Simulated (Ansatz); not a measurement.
Ansatz (a program for electronic structure) input (RI-MP2/def2-QZVPPD):
A basis named .json is the Basis Set Exchange file of that set.

Ansatz 0.2 input:
```yaml
crystal:
  periodic: [false, false, false]
  atoms:
    - {symbol: Si, position_ang: [0.00000000, -0.00000000, -0.00000000]}
    - {symbol: H, position_ang: [-0.01759518, -0.02301502, 1.61556330]}
    - {symbol: H, position_ang: [0.01759518, 0.02301502, -1.61556330]}
    - {symbol: H, position_ang: [1.53014524, 0.00631692, 0.01675488]}
    - {symbol: H, position_ang: [-0.77074903, 1.32193119, 0.01043772]}
    - {symbol: H, position_ang: [-0.75939621, -1.32824811, -0.02719260]}
basis:
  gaussian:
    orbitals: def2-QZVPPD.json
    fitting: {mean_field: def2-universal-jkfit, correlation: def2-QZVPPD-RIFIT.json}
total_charge: -1
magnetization: {spin_polarized: true, initial_magnetization: 2}
correlation: {method: mp2, electrons: outside_noble_gas}
```

Output:

```
Functional definition: HF
integrals: 0.18 GiB planned
218 factors; integrals over basis functions are off by at most 3.0e0 eV
508 factors; integrals over basis functions are off by at most 5.2e-1 eV
mean field: 0.58 GiB planned
mean field evaluation 1: about -7934.9332 eV, gradient 1.2e1 eV
mean field evaluation 2: about -7936.4055 eV, gradient 4.3e0 eV
mean field evaluation 4: about -7936.6814 eV, gradient 7.4e-1 eV
mean field evaluation 8: about -7935.8868 eV, gradient 4.4e0 eV
mean field evaluation 16: about -7935.9408 eV, gradient 3.2e0 eV
mean field -7936.69501520 eV, -291.6681621233 hartree, gradient 1.1e-6 eV, S^2 2.050134; 4 other end points of the search recorded, 0 dependent functions left out
5 core orbitals not correlated
reference -7936.69501520 eV, -291.6681621233 hartree; 6, 4 occupied and 230, 232 virtual orbitals, 508 factors
second order -5.15196523 eV of doubles, -0.00000000 eV of singles
Total energy: -7941.84698043 eV, -291.8574933536 hartree
```

This state (charge -1, triplet) is run at the relaxed geometry of the species with charge -1 and multiplicity 1, and is a spin state other than that species' own.
